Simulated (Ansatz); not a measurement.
Reaction (redistribution): `[NH]=[Nb]([NH2])([NH2])[F]` + `BOCN` → `[NH]=[Nb]([NH2])([NH2])[NH2]` + `BOCF`

Gas-phase electronic energies from Ansatz, PBE0-D4/def2-TZVP geometries. CCSD(T)/CBS is the MP2 limit (def2-TZVPP, def2-QZVPP) plus CCSD(T) − MP2 in def2-TZVPP, frozen cores. Functionals use def2-TZVPP. B3LYP here is the variant with VWN-RPA as its local correlation; programs differ in this. HSE06 is defined as in plane-wave codes. def2 core potentials past Kr. For Nb outer-core shells are correlated without core-valence functions, which leaves a few kJ/mol of doubt a bond. One conformer a species, not always the lowest.

`[NH]=[Nb]([NH2])([NH2])[F]`:

```xyz
10

N    -0.275   -0.595    1.706
Nb    0.310    0.276    0.310
N    -1.288    1.122   -0.481
N     1.086   -1.099   -0.874
F     1.612    1.598    0.702
H    -0.472   -0.967    2.622
H    -1.285    1.629   -1.356
H    -2.231    1.038   -0.135
H     1.111   -2.090   -0.688
H     1.432   -0.913   -1.805
```

`BOCN`:

Cartesian coordinates in Å:
```
B 1.357 -1.113 0.063
O 0.170 -0.746 -0.436
C -0.726 0.115 0.290
N -1.002 1.334 -0.372
H 1.703 -0.723 1.149
H 2.041 -1.826 -0.613
H -0.292 0.317 1.273
H -1.654 -0.448 0.411
H -1.422 1.186 -1.280
H -0.174 1.904 -0.484
```

`[NH]=[Nb]([NH2])([NH2])[NH2]`:

```xyz
12

N     0.186   -1.913    0.060
Nb    0.017   -0.172    0.005
N    -1.884    0.287    0.381
N     0.539    0.455   -1.811
N     1.212    0.619    1.387
H     0.284   -2.916    0.091
H    -2.176    1.159    0.802
H    -2.653   -0.365    0.390
H     0.171    1.292   -2.241
H     1.018   -0.098   -2.506
H     1.670    0.109    2.127
H     1.616    1.543    1.315
```

`BOCF`:

Cartesian coordinates in Å:
```
B 0.686 0.663 -0.957
O -0.508 0.337 -0.419
C -0.593 -0.430 0.736
F -0.916 -1.709 0.392
H 1.698 0.329 -0.405
H 0.666 1.294 -1.970
H 0.365 -0.452 1.266
H -1.398 -0.032 1.357
```

**Question.** Is it downhill or uphill in electronic energy at CCSD(T)/CBS, and by how much? (Best estimate.)

**Answer.** Ansatz gave: Uphill: ΔE = +28.0 kcal/mol.

**Question.** What do these levels give: revPBE-D4, B97M-V, B3LYP-D4, r2SCAN0-D4, ωB97M-V, r2SCAN, HSE06, BHLYP, CAM-B3LYP, LC-ωPBE, CCSD/def2-SVP, MP2/def2-TZVPP? (Best estimate.)

**Answer.** Ansatz gave: revPBE-D4 29.9, B97M-V 30.1, B3LYP-D4 28.8, r2SCAN0-D4 29.1, ωB97M-V 28.9, r2SCAN 30.0, HSE06 29.3, BHLYP 28.8, CAM-B3LYP 29.7, LC-ωPBE 31.1, CCSD/def2-SVP 30.3, MP2/def2-TZVPP 28.2 kcal/mol.

Largest T1 diagnostic among the species: 0.020, so the coupled-cluster value is less sure than usual.

From BLYP to BHLYP (50 % exact exchange), in def2-TZVPP and without D4, ΔE moves by −1.1 kcal/mol. At CCSD(T), def2-SVP lies +2.1 kcal/mol from the extrapolated value and def2-TZVPP −0.4 kcal/mol.
